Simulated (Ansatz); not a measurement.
`C[Si](O)(Cl)Br` and `C[Si](N)(O)Cl` differ in one atom or group.

Ansatz, PBE0-D4/def2-TZVP geometries, multiplicity 1. Each molecule was computed in one conformer, which needn't be the lowest.

Scalar relativity is left out up to krypton. Spin–orbit coupling is left out; it splits and shifts lone-pair levels of the heavy atoms by tenths of an eV.

| property | `C[Si](O)(Cl)Br` |
| --- | --- |
| HOMO energy (ωB97M-V/def2-TZVPP) / eV | -10.71 |
| LUMO energy (ωB97M-V/def2-TZVPP) / eV | 2.05 |
| size of the dipole moment (PBE/def2-TZVPP) / D | 1.09 |
| zero-point energy (PBE0-D4/def2-TZVP) / kJ/mol | 143.4 |
| ideal-gas entropy at 298 K and 1 bar (rigid rotor, harmonic PBE0-D4/def2-TZVP) / J/(mol·K) | 369 |
| LUMO energy (PBE0/def2-TZVPP) / eV | 0.40 |

**Question.** What does the change do to each property? (Estimate.)

**Answer.** The calculation gave: 
| property | `C[Si](N)(O)Cl` | shift |
| --- | --- | --- |
| HOMO energy (ωB97M-V/def2-TZVPP) / eV | -10.15 | 0.56 |
| LUMO energy (ωB97M-V/def2-TZVPP) / eV | 2.12 | 0.07 |
| size of the dipole moment (PBE/def2-TZVPP) / D | 0.96 | -0.13 |
| zero-point energy (PBE0-D4/def2-TZVP) / kJ/mol | 209.0 | 65.6 |
| ideal-gas entropy at 298 K and 1 bar (rigid rotor, harmonic PBE0-D4/def2-TZVP) / J/(mol·K) | 359 | -10 |
| LUMO energy (PBE0/def2-TZVPP) / eV | 0.72 | 0.32 |

With PBE0 the HOMO rises by 0.71 eV and the LUMO rises by 0.32 eV, so the gap narrows by about 0.39 eV. PBE moves the HOMO by 0.82 eV and ωB97M-V by 0.56 eV. The zero-point energy changes by 65.6 kJ/mol with +6 modes. Dipoles are sizes alone; their direction can turn.
